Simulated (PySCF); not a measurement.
BGeH₈NSi, CH₇BGeSi, BGeH₄NSi, BGeH₅OSi and others (calculated)

Calculation on a computer-drawn molecule: the log of a Hartree-Fock and frozen-core CCSD(T) single point meant for a local Hartree-Fock minimum, with one planted fault or none, to be diagnosed. Offsets are logged minus clean, where the clean run is the same molecule without the fault. The reference is restricted for singlets and unrestricted otherwise, and also for a bond in bohr or an excited solution. Adding or removing an electron swaps singlet and doublet. The excited solution moves the top pair (singlet) or top alpha electron (doublet) to the lowest empty orbital. Highest occupied and lowest empty are orbital energies over both spins, largest force is the largest gradient component, triples share is (T) over the correlation energy, the T1 limit is 0.02 restricted and 0.045 unrestricted, electrons count all cores, a negative frequency is imaginary (commonest isotopes), and the dipole is about the centre of nuclear charge; on germanium a core potential holds 10 electrons, which the energies leave out, and 3d is frozen in MP2 and coupled-cluster steps. Program: PySCF 2.14.0.

Common to all runs: meant charge 0; meant multiplicity 1; meant basis cc-pV(D+d)Z; meant basis and core potential on germanium cc-pVDZ-PP ECP10MDF; logged SCF converged yes; possible faults no fault, one electron removed, one electron added, multiplicity raised by two, geometry at a saddle point, SCF held on an excited solution, minimal basis STO-3G, one bond length entered in bohr, all coordinates scaled.

(1) BGeH₈NSi

Logged structure:
```xyz
12
BGeH8NSi
B     -0.6563    -1.2141     1.0983
Si     0.7119     0.1919     0.5776
N      0.0586     1.7943     0.7133
Ge     1.4132    -0.1130    -1.7080
H     -0.3915    -2.3787     0.9710
H     -1.7401    -0.9403     1.5377
H      1.9243    -0.0528     1.4172
H      0.6284     2.5752     0.4432
H     -0.4560     2.0284     1.5431
H      2.2443    -1.3941    -1.8671
H      2.2768     1.0712    -2.1723
H      0.2115    -0.2099    -2.6594
```

| Property | Result |
| --- | --- |
| logged electrons | 66 |
| logged basis functions | 114 |
| logged spin squared | 0 |
| logged highest occupied | -9.9876 eV |
| logged lowest empty | 1.3373 eV |
| logged largest force | 1.162e-05 hartree/bohr |
| logged lowest frequency | 91.328 cm⁻¹ |
| logged T1 diagnostic | 0.01218 |
| logged D1 diagnostic | 0.035347 |
| logged triples share | 0.025184 |
| logged CC converged | yes |
| logged dipole magnitude | 1.711 debye |
| logged SCF stable within its kind | yes |
| logged energy HF | -666.09537 hartree |
| logged energy CCSD(T) | -666.62888 hartree |
| planted fault | no fault |
| HF energy offset from clean run | 0 kcal/mol |
| CCSD(T) energy offset from clean run | 0 kcal/mol |

Drawn bonds:
```tsv
atom	other atom	order
1	2	1
2	3	1
2	4	1
1	5	1
1	6	1
2	7	1
3	8	1
3	9	1
4	10	1
4	11	1
4	12	1
```

(2) CH₇BGeSi

Logged structure:
```xyz
11
CH7BGeSi
B     -1.5373    -1.3900    -1.0760
Si     0.2606    -1.2613    -0.1712
C      0.9854     0.2020     0.3342
Ge     0.3040     2.0128     0.1766
H     -2.1811    -0.4077    -1.2977
H     -1.9799    -2.4551    -1.4014
H      0.9963    -2.5219     0.0679
H      1.9617     0.1344     0.8117
H      1.2699     2.8759    -0.6484
H      0.1719     2.6555     1.5651
H     -1.0683     2.0231    -0.5030
```

| Property | Result |
| --- | --- |
| logged electrons | 64 |
| logged basis functions | 109 |
| logged spin squared | 0 |
| logged highest occupied | -4.5888 eV |
| logged lowest empty | -3.4392 eV |
| logged largest force | 0.17326 hartree/bohr |
| logged CC converged | no |
| logged dipole magnitude | 7.4959 debye |
| logged SCF stable within its kind | no |
| logged energy HF | -648.55419 hartree |
| planted fault | SCF held on an excited solution |
| HF energy offset from clean run | 184.8 kcal/mol |

Drawn bonds:
```tsv
atom	other atom	order
1	2	1
2	3	2
3	4	1
1	5	1
1	6	1
2	7	1
3	8	1
4	9	1
4	10	1
4	11	1
```

Notes: CCSD not converged.

(3) CH₇BGeSi

Structure as in entry 2.

| Property | Result |
| --- | --- |
| logged electrons | 65 |
| logged basis functions | 109 |
| logged spin squared | 0.8173 |
| logged highest occupied | -1.4401 eV |
| logged lowest empty | 6.8121 eV |
| logged largest force | 0.054089 hartree/bohr |
| logged T1 diagnostic | 0.018149 |
| logged D1 diagnostic | 0.079841 |
| logged triples share | 0.03334 |
| logged CC converged | yes |
| logged dipole magnitude | 7.0219 debye |
| logged SCF stable within its kind | yes |
| logged energy HF | -648.86734 hartree |
| logged energy CCSD(T) | -649.37816 hartree |
| planted fault | one electron added |
| HF energy offset from clean run | -11.73 kcal/mol |
| CCSD(T) energy offset from clean run | -19.45 kcal/mol |

Drawn bonds:
```tsv
atom	other atom	order
1	2	1
2	3	2
3	4	1
1	5	1
1	6	1
2	7	1
3	8	1
4	9	1
4	10	1
4	11	1
```

(4) BGeH₄NSi

Logged structure:
```xyz
8
BGeH4NSi
B     -0.3925     0.3252     1.0080
Si    -0.3148     0.8434    -0.9512
N      0.7116     0.2212    -1.9603
Ge     1.9923    -0.3072    -3.1062
H     -1.2185    -0.4471     1.4033
H      0.3927     0.7688     1.7954
H     -1.3258     1.8457    -1.3654
H      1.2472    -1.6183    -3.6422
```

| Quantity | Value |
| --- | --- |
| logged electrons | 62 |
| logged basis functions | 94 |
| logged spin squared | 0 |
| logged highest occupied | -3.2882 eV |
| logged lowest empty | -4.0646 eV |
| logged largest force | 0.1989 hartree/bohr |
| logged CC converged | no |
| logged dipole magnitude | 11.008 debye |
| logged SCF stable within its kind | no |
| logged energy HF | -663.30595 hartree |
| planted fault | SCF held on an excited solution |
| HF energy offset from clean run | 249.2 kcal/mol |

Drawn bonds:
```tsv
atom	other atom	order
1	2	1
2	3	2
3	4	1
1	5	1
1	6	1
2	7	1
4	8	1
```

Notes: CCSD not converged.

(5) CH₇BGeSi

Logged structure:
```xyz
11
CH7BGeSi
B     -1.7058    -1.6887     0.0831
Si    -0.1524    -0.4865    -0.3570
C      0.4331    -0.4897    -1.9673
Ge     0.9165     0.9419     1.2429
H     -2.1849    -1.7566     1.1798
H     -2.1713    -2.3659    -0.7895
H     -0.0161    -1.1184    -2.7303
H      1.2632     0.1176    -2.3130
H      2.0580     1.7048     0.5638
H      1.4906     0.1272     2.4086
H     -0.0775     1.9542     1.8252
```

| Item | Value |
| --- | --- |
| logged electrons | 63 |
| logged basis functions | 109 |
| logged spin squared | 0.7561 |
| logged highest occupied | -15.809 eV |
| logged lowest empty | -6.3608 eV |
| logged largest force | 0.053962 hartree/bohr |
| logged T1 diagnostic | 0.014438 |
| logged D1 diagnostic | 0.055153 |
| logged triples share | 0.02618 |
| logged CC converged | yes |
| logged dipole magnitude | 5.2647 debye |
| logged SCF stable within its kind | yes |
| logged energy HF | -648.59875 hartree |
| logged energy CCSD(T) | -649.04256 hartree |
| planted fault | one electron removed |
| HF energy offset from clean run | 162 kcal/mol |
| CCSD(T) energy offset from clean run | 197 kcal/mol |

Drawn bonds:
```tsv
atom	other atom	order
1	2	1
2	3	2
2	4	1
1	5	1
1	6	1
3	7	1
3	8	1
4	9	1
4	10	1
4	11	1
```

(6) BGeH₅OSi

Logged structure:
```xyz
9
BGeH5OSi
B     -1.2642    -3.0308     0.9853
Si    -0.2412    -1.1257     0.5838
O      1.3838    -0.9842     0.5377
Ge    -1.7700     0.9599     0.1719
H     -1.5953    -3.8237     0.0135
H     -1.5723    -3.3759     2.1971
H     -3.3723     0.5293     0.2767
H     -1.4468     2.1145     1.3140
H     -1.4741     1.5707    -1.3385
```

| Item | Value |
| --- | --- |
| logged electrons | 64 |
| logged basis functions | 99 |
| logged spin squared | 0 |
| logged highest occupied | -9.8212 eV |
| logged lowest empty | 0.48389 eV |
| logged largest force | 0.11126 hartree/bohr |
| logged T1 diagnostic | 0.026098 |
| logged D1 diagnostic | 0.094184 |
| logged triples share | 0.037369 |
| logged CC converged | yes |
| logged dipole magnitude | 4.6921 debye |
| logged SCF stable within its kind | yes |
| logged energy HF | -684.67811 hartree |
| logged energy CCSD(T) | -685.21792 hartree |
| planted fault | all coordinates scaled, by +8.3 % |
| HF energy offset from clean run | 31.02 kcal/mol |
| CCSD(T) energy offset from clean run | 18.76 kcal/mol |

Drawn bonds:
```tsv
atom	other atom	order
1	2	1
2	3	2
2	4	1
1	5	1
1	6	1
4	7	1
4	8	1
4	9	1
```

Notes: T1 above single-reference limit.

(7) BGeH₅OSi

Logged structure:
```xyz
9
BGeH5OSi
B     -1.1673    -2.7986     0.9098
Si    -0.2227    -1.0394     0.5390
O      1.2777    -0.9088     0.4965
Ge    -1.6344     0.8863     0.1587
H     -1.4730    -3.5306     0.0125
H     -1.4518    -3.1172     2.0287
H     -3.1138     0.4887     0.2555
H     -1.3359     1.9524     1.2133
H     -1.3612     1.4503    -1.2360
```

| Item | Value |
| --- | --- |
| logged electrons | 63 |
| logged basis functions | 99 |
| logged spin squared | 0.7768 |
| logged highest occupied | -16.47 eV |
| logged lowest empty | -5.7326 eV |
| logged largest force | 0.10685 hartree/bohr |
| logged T1 diagnostic | 0.056939 |
| logged D1 diagnostic | 0.33501 |
| logged triples share | 0.031428 |
| logged CC converged | yes |
| logged dipole magnitude | 3.7193 debye |
| logged SCF stable within its kind | yes |
| logged energy HF | -684.43565 hartree |
| logged energy CCSD(T) | -684.91664 hartree |
| planted fault | one electron removed |
| HF energy offset from clean run | 183.2 kcal/mol |
| CCSD(T) energy offset from clean run | 207.8 kcal/mol |

Drawn bonds:
```tsv
atom	other atom	order
1	2	1
2	3	2
2	4	1
1	5	1
1	6	1
4	7	1
4	8	1
4	9	1
```

Notes: T1 above single-reference limit.

(8) CH₅BGeSi

Logged structure:
```xyz
9
CH5BGeSi
C      0.3773    -3.6723    -0.9748
B     -0.4000    -2.6684    -0.4132
Si    -1.3838    -1.1441     0.4258
Ge     0.2211     0.7496     0.6590
H      0.1104    -4.7224    -0.9046
H      1.2887    -3.4558    -1.5245
H     -1.9153    -1.5722     1.7429
H     -2.5281    -0.6994    -0.4120
H      0.6470     0.6279    -0.8619
```

| Property | Result |
| --- | --- |
| logged electrons | 62 |
| logged basis functions | 99 |
| logged spin squared | 2.0178 |
| logged highest occupied | -8.0401 eV |
| logged lowest empty | -0.73406 eV |
| logged largest force | 0.023703 hartree/bohr |
| logged T1 diagnostic | 0.018588 |
| logged D1 diagnostic | 0.058492 |
| logged triples share | 0.035051 |
| logged CC converged | yes |
| logged dipole magnitude | 0.82614 debye |
| logged SCF stable within its kind | yes |
| logged energy HF | -647.66113 hartree |
| logged energy CCSD(T) | -648.1029 hartree |
| planted fault | multiplicity raised by two |
| HF energy offset from clean run | 14.75 kcal/mol |
| CCSD(T) energy offset from clean run | 25.58 kcal/mol |

Drawn bonds:
```tsv
atom	other atom	order
1	2	2
2	3	1
3	4	1
1	5	1
1	6	1
3	7	1
3	8	1
4	9	1
```
